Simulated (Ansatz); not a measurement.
Born–Oppenheimer molecular dynamics of AlBrClH3 (6 atoms, charge 0, multiplicity 1). It starts at the highest image of a converged band, a first-order saddle point between two minima.

Theory: Ansatz, RKS B3LYP-D4/def2-SVP.

* ensemble: NVE (velocity Verlet)
* time step: 0.5 fs
* steps asked: 200
* starting velocities drawn for: 100 K
* seed: 8846

First frame:

```xyz
6
Properties=species:S:1:pos:R:3
Al -0.078 -0.102 0.033
H -0.174 0.178 1.644
H 1.304 0.064 -0.690
Cl -1.913 0.115 -0.989
Br -0.052 -2.575 1.105
H -0.144 -1.181 1.767
```

Problem. How far do the bonds stretch over the last three quarters of this one trajectory? (Pairs bonded in most of those frames.)

Solution. 
| bond | mean (Å) | spread (Å) | shortest | longest |
| --- | --- | --- | --- | --- |
| Al1–H3 | 1.570 | 0.035 | 1.51 | 1.63 |
| Al1–Cl4 | 2.096 | 0.073 | 1.97 | 2.26 |
| Al1–Br5 | 2.287 | 0.175 | 2.03 | 2.61 |
| H2–H6 | 0.769 | 0.040 | 0.71 | 0.85 |

Mean temperature of the second half: 1814 K. The conserved energy stayed within 0.27 meV per atom of its start (net change -0.25 meV per atom), so the integration is sound. The system heated up, since it started high on the potential surface and ran downhill. A run of 0.1 ps of so small a system gives no equilibrium averages. The orbitals stay closed-shell, which can raise the energy where a bond breaks towards radicals; this wasn't checked here.

Run time: 10 min on 2 threads of Arm Neoverse N1, with other jobs on the host, peak memory 0.19 GiB.
